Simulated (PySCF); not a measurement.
Species: C₂H₅Ga.
Geometry (PBE0-D3(BJ)/def2-SVP, Å), atoms numbered from 1 in this order:
```
atom  x, y, z in Å
C1    -1.3324   -0.0266   -0.4069
C2    -0.3021   -0.5479    0.2772
Ga3    1.4554    0.2997    0.2359
H4    -1.2247    0.8862   -1.0058
H5    -2.3324   -0.4796   -0.4066
H6    -0.4848   -1.4640    0.8545
H7     2.6787   -0.2992    1.0199
H8     1.5974    1.6123   -0.6207
```

Computed, not measured: core-valence-separated Tamm–Dancoff BHandHLYP/aug-pcX-1 (pcseg-1 on H, def2-SVPD on Ga) in PySCF, non-relativistic, gas phase, PBE0-D3(BJ)/def2-SVP geometry. Absolute energies from this functional tend to lie a few eV below measured edges; no shift was applied.

The lowest roots of each edge with f over 0.003 (five at most, numbered afresh; weaker and dark ones are left out), with transition dipoles (au) in the frame of the coordinates:

```csv
root,edge,E (eV),f,μx,μy,μz
1,C,281.95,0.0585,-0.0230,0.0508,0.0733
2,C,282.08,0.0510,0.0214,-0.0474,-0.0684
3,C,284.25,0.0175,0.0124,-0.0277,-0.0400
4,C,285.54,0.0105,-0.0283,0.0167,-0.0204
5,C,285.96,0.0307,-0.0459,-0.0446,0.0167
```

Problem. What is the unit vector of the normal of the molecular plane, and which share of each root's |μ|² lies along it?

Solution. (0.25, -0.55, -0.80), up to sign.

```json
{"root": "1", "core hole on": "C1", "share along it": "1.00", "final orbital under reflection in the plane": "odd"}
{"root": "2", "core hole on": "C2", "share along it": "1.00", "final orbital under reflection in the plane": "odd"}
{"root": "3", "core hole on": "C2", "share along it": "1.00", "final orbital under reflection in the plane": "odd"}
{"root": "4", "core hole on": "C2", "share along it": "0.00", "final orbital under reflection in the plane": "even"}
{"root": "5", "core hole on": "C2", "share along it": "0.00", "final orbital under reflection in the plane": "even"}
```

The 1s orbitals of atoms in the plane are even under the reflection, so light polarised along the normal reaches odd orbitals alone (the out-of-plane π set) and light polarised in the plane even ones.

Problem. For fixed molecules, how does the intensity of root 1 change when the electric field is turned 60° away from the normal of the molecular plane?

Solution. Intensity goes as (E·μ)², and μ lies along that direction, so it falls to cos²60° = 0.25 of its maximum; it vanishes at 90°.

Problem. Molecules are fixed in this frame and the field points along z. What effective strengths 3 f cos²θ do the roots have (θ between field and μ)?

Solution. root 1 (C1): 0.111, root 2 (C2): 0.097, root 3 (C2): 0.033, root 4 (C2): 0.009, root 5 (C2): 0.006. Root 1 is the strongest. Averaged over all orientations cos²θ is 1/3, which gives f back.

 The BHandHLYP/aug-pcX-1 (pcseg-1 on H, def2-SVPD on Ga) calculation is non-relativistic and has no spin–orbit coupling, an omission that weighs most on gallium.
